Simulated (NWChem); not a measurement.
System: AlH2OBr; SMILES [OH][AlH][Br]

Output (shortened):

```
             Northwest Computational Chemistry Package (NWChem) 7.3.0
             --------------------------------------------------------

                             Geometry "geometry" -> ""
                             -------------------------

 Output coordinates in angstroms (scale by  1.889725989 to convert to a.u.)

  No.       Tag          Charge          X              Y              Z
 ---- ---------------- ---------- -------------- -------------- --------------
    1 Al                  13.0000    -0.59124200     1.18644400     0.00000000
    2 H                    1.0000    -2.14479800     1.39823000     0.00000000
    3 Br                  35.0000     0.31381500    -0.88122400     0.00000000
    4 O                    8.0000     0.40191800     2.55681800     0.00000000
    5 H                    1.0000     1.35978000     2.59137600     0.00000000

 Effective nuclear repulsion energy (a.u.)     206.2299537740

                              NWChem Property Module
                              ----------------------

                                 NWChem DFT Module
                                 -----------------

 Summary of "ao basis" -> "ao basis" (spherical)
 ------------------------------------------------------------------------------
       Tag                 Description            Shells   Functions and Types
 ---------------- ------------------------------  ------  ---------------------
 Al                       aug-cc-pvdz               11       27   5s4p2d
 H                        aug-cc-pvdz                5        9   3s2p
 Br                       aug-cc-pvdz               14       36   6s5p3d
 O                        aug-cc-pvdz                9       23   4s3p2d

            General Information
            -------------------
          SCF calculation type: DFT
          Wavefunction type:  closed shell.
          No. of atoms     :     5
          No. of electrons :    58
           Alpha electrons :    29
            Beta electrons :    29
          Charge           :     0
          Spin multiplicity:     1
          Use of symmetry is: off; symmetry adaption is: off
          Maximum number of iterations: 150
          AO basis - number of functions:   104
                     number of shells:    44
          Convergence on energy requested:  1.00D-06
          Convergence on density requested:  1.00D-05
          Convergence on gradient requested:  5.00D-04

              XC Information
              --------------
                        BHLYP Method XC Functional
                     Hartree-Fock (Exact) Exchange  0.500
                        Slater Exchange Functional  0.500 local
                    Becke 1988 Exchange Functional  0.500 non-local
              Lee-Yang-Parr Correlation Functional  1.000

             Grid Information
             ----------------
          Grid used for XC integration:  medium
          Radial quadrature: Mura-Knowles
          Angular quadrature: Lebedev.
          Tag              B.-S. Rad. Rad. Pts. Rad. Cut. Ang. Pts.
          ---              ---------- --------- --------- ---------
          Al                  1.25       88          14.0       590
          H                   0.35       45          15.0       434
          Br                  1.15      112          14.0       590
          O                   0.60       49          13.0       434
          Grid pruning is: on
          Number of quadrature shells:   339
          Spatial weights used:  Erf1

      Superposition of Atomic Density Guess
      -------------------------------------

 Sum of atomic energies:       -2890.01441978

      Non-variational initial energy
      ------------------------------

 Total energy =   -2890.522005
 1-e energy   =   -4432.493850
 2-e energy   =    1335.741891
 HOMO         =      -0.401622
 LUMO         =      -0.014324

   convergence    iter        energy       DeltaE   RMS-Dens  Diis-err
 ---------------- ----- ----------------- --------- --------- ---------
 d= 0,ls=0.0,diis     1  -2893.0033749432 -3.10D+03  1.28D-02  5.89D-01
 d= 0,ls=0.0,diis     2  -2892.9921152675  1.13D-02  5.18D-03  8.19D-01
 d= 0,ls=0.0,diis     3  -2893.0711561021 -7.90D-02  7.69D-04  8.83D-03
 d= 0,ls=0.0,diis     4  -2893.0720168783 -8.61D-04  2.24D-04  8.25D-04
 d= 0,ls=0.0,diis     5  -2893.0721449202 -1.28D-04  4.49D-05  2.13D-05
  Resetting Diis
 d= 0,ls=0.0,diis     6  -2893.0721488081 -3.89D-06  8.99D-06  5.50D-07
 d= 0,ls=0.0,diis     7  -2893.0721489248 -1.17D-07  1.78D-06  1.47D-08

         Total DFT energy =    -2893.072148924850
      One electron energy =    -4435.590525877581
           Coulomb energy =     1455.662015666705
    Exchange-Corr. energy =     -119.373592487948
 Nuclear repulsion energy =      206.229953773974

 Numeric. integr. density =       57.999996935789

                       DFT Final Molecular Orbital Analysis
                       ------------------------------------

 Vector   27  Occ=2.000000D+00  E=-3.900231D-01
              MO Center= -5.7D-01,  4.9D-01,  9.6D-11, r^2= 4.2D+00
   Bfn.  Coefficient  Atom+Function         Bfn.  Coefficient  Atom+Function
  ----- ------------  ---------------      ----- ------------  ---------------
    50      0.363102  3 Br py                53      0.294129  3 Br py
    28     -0.281238  2 H  s                  9      0.206826  1 Al px
    78      0.201605  4 O  py                10     -0.156402  1 Al py
     4     -0.147822  1 Al s                 81      0.133754  4 O  py
    22     -0.107323  1 Al d  2              77     -0.100736  4 O  px

 Vector   28  Occ=2.000000D+00  E=-3.653970D-01
              MO Center=  2.7D-01, -6.7D-01,  3.4D-10, r^2= 2.0D+00
   Bfn.  Coefficient  Atom+Function         Bfn.  Coefficient  Atom+Function
  ----- ------------  ---------------      ----- ------------  ---------------
    51      0.522872  3 Br pz                54      0.499672  3 Br pz
    79     -0.123321  4 O  pz                82     -0.087940  4 O  pz
    11      0.061227  1 Al pz                19     -0.055789  1 Al d -1
    57      0.048270  3 Br pz                14      0.031286  1 Al pz
    85     -0.030117  4 O  pz

 Vector   29  Occ=2.000000D+00  E=-3.578504D-01
              MO Center=  1.6D-01, -5.7D-01, -6.7D-11, r^2= 2.5D+00
   Bfn.  Coefficient  Atom+Function         Bfn.  Coefficient  Atom+Function
  ----- ------------  ---------------      ----- ------------  ---------------
    49      0.489287  3 Br px                52      0.456756  3 Br px
    50      0.178423  3 Br py                53      0.168187  3 Br py
    28      0.117005  2 H  s                 78      0.115256  4 O  py
    81      0.098638  4 O  py                76      0.082156  4 O  s
    22      0.076281  1 Al d  2              12     -0.069768  1 Al px

 Vector   30  Occ=0.000000D+00  E=-1.234428D-02
              MO Center= -9.0D-01,  1.1D+00, -3.3D-09, r^2= 7.5D+00
   Bfn.  Coefficient  Atom+Function         Bfn.  Coefficient  Atom+Function
  ----- ------------  ---------------      ----- ------------  ---------------
    14      0.679148  1 Al pz                17      0.417634  1 Al pz
    11      0.345759  1 Al pz                57     -0.216230  3 Br pz
    54     -0.194490  3 Br pz                79     -0.154752  4 O  pz
    51     -0.141245  3 Br pz                85     -0.139582  4 O  pz
    82     -0.136717  4 O  pz                26      0.047933  1 Al d  1

 Vector   31  Occ=0.000000D+00  E=-8.626517D-03
              MO Center=  7.9D-01,  1.3D+00,  3.1D-09, r^2= 1.1D+01
   Bfn.  Coefficient  Atom+Function         Bfn.  Coefficient  Atom+Function
  ----- ------------  ---------------      ----- ------------  ---------------
     5      1.141337  1 Al s                 42     -0.617031  3 Br s
    13     -0.424501  1 Al py                98      0.358150  5 H  s
    30     -0.309645  2 H  s                 56     -0.302031  3 Br py
    15      0.214981  1 Al px                75     -0.208243  4 O  s
    76      0.186899  4 O  s                 53     -0.177993  3 Br py

 Vector   32  Occ=0.000000D+00  E= 1.590586D-02
              MO Center= -6.5D-01,  5.0D-01, -9.7D-11, r^2= 2.4D+01
   Bfn.  Coefficient  Atom+Function         Bfn.  Coefficient  Atom+Function
  ----- ------------  ---------------      ----- ------------  ---------------
     5      0.980785  1 Al s                 16     -0.948309  1 Al py
    30     -0.608488  2 H  s                 42     -0.592174  3 Br s
    15     -0.517848  1 Al px                 4      0.482150  1 Al s
    13     -0.260873  1 Al py                55      0.223440  3 Br px
    41     -0.135306  3 Br s                 84      0.121325  4 O  py

     Multipole analysis of the density
     ---------------------------------

     L   x y z        total         alpha         beta         nuclear
     -   - - -        -----         -----         ----         -------
     0   0 0 0     -0.000000    -29.000000    -29.000000     58.000000

     1   1 0 0      0.192187     -5.315803     -5.315803     10.823793
     1   0 1 0      0.193642     -8.430645     -8.430645     17.054932
     1   0 0 1     -0.000000     -0.000000     -0.000000      0.000000

[...]

 DFT Linear Response polarizability / au
 Frequency  =       0.0000000 / au
              X              Y              Z
 -----------------------------------------------
 X      48.8922032     -4.2359705     -0.0000000
 Y      -4.2359518     57.0900045      0.0000000
 Z      -0.0000000      0.0000000     40.5766395
 -----------------------------------------------
 Eigenvalues =      47.0966630     58.8855447     40.5766395
 Isotropic   =      48.8529491
 Anisotropic =      16.0733389
 -----------------------------------------------

 Magnetic Dipole Response Matrix (nonzero elements):

 Exiting AOResponse driver routine
```

Level: BHandHLYP/aug-cc-pVDZ. Coordinates come from a PBE0/def2-SVP optimisation.

Task: Which NWChem input produces such a log?

Result: Several could match; the one computed here: the input that was run:
```
start job
memory heap 200 mb stack 900 mb global 1100 mb
geometry units angstroms noautosym nocenter noautoz
  Al    -0.591242     1.186444     0.000000
  H     -2.144798     1.398230     0.000000
  Br     0.313815    -0.881224     0.000000
  O      0.401918     2.556818     0.000000
  H      1.359780     2.591376     0.000000
end
basis spherical
  * library aug-cc-pvdz
end
dft
  xc bhlyp
  iterations 150
end
property
  response 1 0.0
end
task dft property
```
